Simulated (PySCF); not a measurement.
**C₆ coefficients of unlike pairs at PBE0**

Calculated with PySCF 2.14 from the dipole response of each species, C₆(A,B) = (3/π) ∫ α_A(iu) α_B(iu) du, in atomic units, from isotropic polarisabilities. For ions this is the dispersion term alone; charge-induced terms of lower order in 1/R come first.

```
species      configuration                                                                                              basis      relativity  α (bohr³)  C₆ (like pair)
   Zn³⁺      [Ar] 3d9 (2D)  aug-cc-pVTZ-PP with one added diffuse shell each of s, p, d, f, g type with ECP10MDF (7s7p6d4f3g)  core potential      1.446           3.202
    Ag⁺     [Kr] 4d10 (1S)                                                            aug-cc-pVDZ-PP with ECP28MDF (5s5p4d2f)  core potential      8.785           48.54
   Zr³⁺      [Kr] 4d1 (2D)                                                                        aug-cc-pVTZ-DK (9s8p6d3f2g)   spin-free X2C      5.564           22.56
     Al  [Ne] 3s2 3p1 (2P)                                                                        aug-cc-pVQZ-DK (7s6p4d3f2g)   spin-free X2C      62.44           553.0
```

Question: Estimate C₆ for Zr³⁺ with Zn³⁺.

Answer: The integral gives 8.016. The combination rule 2 C_A C_B / (C_A α_B/α_A + C_B α_A/α_B) gives 7.946 and the geometric mean 8.500.

No spin-orbit coupling is included.

The other pairs:

```
     pair     C₆
Ag⁺, Zn³⁺  11.80
  Al, Ag⁺  126.8
 Al, Zn³⁺  24.47
 Al, Zr³⁺  84.00
Zr³⁺, Ag⁺  33.04
```
